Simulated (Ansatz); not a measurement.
```yaml
crystal:
  periodic: [false, false, false]
  atoms:
    - {symbol: Ge, position_ang: [0.497749, -0.634159, 0.358721]}
    - {symbol: H, position_ang: [0.471846, -0.714721, 1.894003]}
    - {symbol: H, position_ang: [1.940180, -0.728282, -0.165402]}
    - {symbol: C, position_ang: [-0.439948, 0.924150, -0.319358]}
    - {symbol: H, position_ang: [0.034858, 1.842075, 0.059758]}
    - {symbol: H, position_ang: [-1.488788, 0.902119, 0.007914]}
    - {symbol: H, position_ang: [-0.409877, 0.932526, -1.417824]}
    - {symbol: Br, position_ang: [-0.606031, -2.523720, -0.417804]}
basis:
  gaussian: {orbitals: aug-cc-pVDZ, fitting: {mean_field: cc-pVTZ-jkfit}}
magnetization: {spin_polarized: true, initial_magnetization: 2}
hamiltonian: {xc: {name: revPBE0}, dispersion: d3bj}
scf: {omitted_lower_state_checks: [starts]}
output: {forces: true}
```

```sh
$ ansatz run in.yaml --threads 4 --pin off --events-out ev --progress --plain --max-ram 3916MiB
```

It prints (some lines left out):

```
Functional definition: revPBE0
643 factors; integrals over basis functions are off by at most 2.4e-1 eV
mean field evaluation 1: about -127660.1325 eV, gradient 3.8e1 eV
mean field evaluation 2: about -127643.9918 eV, gradient 5.7e1 eV
mean field evaluation 4: about -127667.9112 eV, gradient 5.0e0 eV
mean field evaluation 8: about -127668.0827 eV, gradient 1.8e-1 eV
mean field evaluation 16: about -127668.0839 eV, gradient 3.2e-4 eV
mean field evaluation 32: about -127668.0856 eV, gradient 2.3e-5 eV
mean field -127668.08555842 eV, -4691.7156077353 hartree, gradient 4.4e-9 eV, S^2 2.004505; 0 other end points of the search recorded, 0 dependent functions left out
reference -127668.08563481 eV, -4691.7156105427 hartree; 40, 38 occupied and 100, 102 virtual orbitals, 643 factors
Total energy: -127668.42588569 eV, -4691.7281145320 hartree
Atom 0 at     0.497749    -0.634159     0.358721 Å, force     1.632662     2.718862     2.014169 eV/Å
Atom 1 at     0.471846    -0.714721     1.894003 Å, force     0.278268     0.247768     0.290937 eV/Å
Atom 2 at     1.940180    -0.728282    -0.165402 Å, force     0.663406     0.283237    -0.135666 eV/Å
Atom 3 at    -0.439948     0.924150    -0.319358 Å, force    -0.048666     0.965463    -0.344888 eV/Å
Atom 4 at     0.034858     1.842075     0.059758 Å, force    -0.131498    -0.049797    -0.093628 eV/Å
Atom 5 at    -1.488788     0.902119     0.007914 Å, force     0.064151    -0.093892     0.033582 eV/Å
Atom 6 at    -0.409877     0.932526    -1.417824 Å, force    -0.016518    -0.001452     0.052807 eV/Å
Atom 7 at    -0.606031    -2.523720    -0.417804 Å, force    -2.441806    -4.070188    -1.817313 eV/Å
Dipole moment:    -0.158613     0.113387    -0.161267 e Å
Checks for a lower state left out: starts
```

Run time 14 s (4 threads of Arm Neoverse V2 on a shared host).
